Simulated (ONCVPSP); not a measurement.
**Er (Z = 68) ONCV: all-electron and pseudo phase curves**

| Item | Value |
| --- | --- |
| Element | erbium (Er) |
| Generator | ONCVPSP 4.0.1 |
| Type | optimised norm-conserving Vanderbilt (ONCV) |
| Functional | LDA (Perdew-Wang 92) |
| Relativity | scalar-relativistic |
| Frozen core | [Kr] 4d10 |
| Valence charge | 22 |
| Reference configuration | 4f12 5s2 5p6 6s1 6p1 |
| Partial waves | 5s+6s: rc 2.20 bohr, ncon 3, nbas 7, qcut 6.9 1/bohr, 3 projectors, debl 3 Ha; 5p+6p: rc 2.60 bohr, ncon 4, nbas 7, qcut 4.8 1/bohr, 2 projectors; d scattering state at 0.09 Ha: rc 2.35 bohr, ncon 3, nbas 6, qcut 4.3 1/bohr, 2 projectors, debl 2.6 Ha; 4f: rc 1.15 bohr, ncon 4, nbas 8, qcut 16.8 1/bohr, 3 projectors, debl 2.4 Ha |
| Local potential | polynomial inside 0.90 bohr (lpopt 5, dvloc0 0 Ha) |
| Core correction | Teter function, fcfact 3.25, rcfact 1.75 |

In the d channel the program set the typed energies aside and used 0.050, 2.650 Ha.

The phase is arctan(r·R′/R) of the radial function R(r), unwrapped; energies in Ha, scanned from -3 to 5 Ha. A pole is an energy at which the radial function vanishes at the test radius. The pseudo phase is shifted by a multiple of π to meet the all-electron one at the reference energy, and phase errors are pseudo minus all-electron; the curves can meet again beyond the range given. Levels narrower than the energy grid can be missing from the lists of poles.

```
channel  radius (bohr)  reference energy (Ha)  poles, all-electron      poles, pseudo  unbroken range about the reference energy with phases within 0.05 rad  phase error 1 Ha above the reference energy (rad)
      s           2.23                  -0.18          -1.81, 3.25        -1.81, 3.25                                                        the whole range                                             +0.000
      p           2.64                  -0.07          -0.91, 2.48  -0.91, 1.24, 2.52                                                              below 1.2                                             -0.010
      d           2.38                   0.05                 0.74               0.74                                                        the whole range                                             +0.001
      f           1.17                  -0.18                 0.71               0.71                                                        the whole range                                             -0.000
```

Note: ghosts flagged at negative energy: s at -118.4 eV, d at -81.7 eV; GHOST(+) flagged for p at 33.9 eV. A true bound ghost makes a file unfit for plane-wave use.

Phases in the d channel:

| E (Ha) | all-electron | pseudo |
| --- | --- | --- |
| -2.98 | 1.354 | 1.367 |
| -2.54 | 1.329 | 1.331 |
| -2.10 | 1.294 | 1.295 |
| -1.66 | 1.240 | 1.241 |
| -1.22 | 1.142 | 1.143 |
| -0.78 | 0.903 | 0.904 |
| -0.34 | -0.058 | -0.057 |
| 0.10 | -1.199 | -1.199 |
| 0.54 | -1.499 | -1.499 |
| 0.98 | -1.645 | -1.644 |
| 1.42 | -1.782 | -1.781 |
| 1.86 | -2.029 | -2.028 |
| 2.30 | -2.945 | -2.943 |
| 2.74 | -4.143 | -4.143 |
| 3.18 | -4.442 | -4.441 |
| 3.62 | -4.557 | -4.556 |
| 4.06 | -4.621 | -4.619 |
| 4.50 | -4.665 | -4.661 |
| 4.94 | -4.700 | -4.694 |
